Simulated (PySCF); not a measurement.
# Electric field gradients and quadrupole coupling constants

Species: C2H8N2Si2.
Cartesian coordinates in Å at the GFN2-xTB level; atoms count from 1:
```
atom  x, y, z in Å
C1    -2.026    0.657    0.153
Si2   -1.044   -0.836   -0.488
Si3    1.208   -0.618   -0.013
N4     1.829    0.763   -0.838
C5     1.495   -0.146    1.776
N6     1.635    0.124    2.882
H7    -1.708    1.575   -0.334
H8    -1.880    0.786    1.222
H9    -3.092    0.541   -0.024
H10   -1.587   -2.056    0.125
H11   -1.276   -0.963   -1.937
H12    2.034   -1.838   -0.140
H13    2.718    1.158   -0.575
H14    1.693    0.853   -1.831
```

Field gradients from the PBE0/pcSseg-1 density (PySCF, non-relativistic), principal values in atomic units, ordered |Vxx| ≤ |Vyy| ≤ |Vzz|:

| atom | Vxx | Vyy | Vzz |
| --- | --- | --- | --- |
| N4 | 0.3688 | 0.5914 | -0.9602 |
| N6 | 0.5409 | 0.6078 | -1.1486 |

Q: Find the asymmetry η = (Vxx − Vyy)/Vzz and the couplings χ = eQV/h (234.96 MHz × Q in barn × V in au), with Q(14N) = 0.02044 b.

A: 
| atom | environment | nucleus | η | χzz (MHz) | χxx (MHz) | χyy (MHz) |
| --- | --- | --- | --- | --- | --- | --- |
| N4 | silicon-bound nitrogen | 14N | 0.23 | -4.612 | 1.771 | 2.840 |
| N6 | cyano nitrogen | 14N | 0.06 | -5.52 | 2.60 | 2.92 |

The tensor is traceless: Vxx + Vyy + Vzz = 0.

Q: What is Vzz at N6 in SI units (1 au = 9.71736 × 10²¹ V/m²)?

A: -1.1486 au = -11.161 × 10²¹ V/m².

Q: And the gradient at the other heavy atoms, for which no coupling is worked out here?

A: 
```json
{"atom": "C1", "environment": "Si-methyl carbon", "Vzz (au)": "0.016", "η": "0.54"}
{"atom": "Si2", "environment": "SiH2 silicon", "Vzz (au)": "0.084", "η": "0.48"}
{"atom": "Si3", "environment": "SiH silicon", "Vzz (au)": "0.527", "η": "0.61"}
{"atom": "C5", "environment": "cyano carbon", "Vzz (au)": "-0.465", "η": "0.01"}
```

Were the hydrogens deuterons (Q(2H) = 0.00286 b), χzz would run from 99 kHz (H12) to 289 kHz (H14).

The structure is a single GFN2-xTB conformer in the gas phase; no vibrational or solvent corrections. GFN2-xTB bond lengths can be off by several hundredths of an ångström, more for odd bonds, and the gradients follow them. With so small a basis the couplings can be 20 % off.
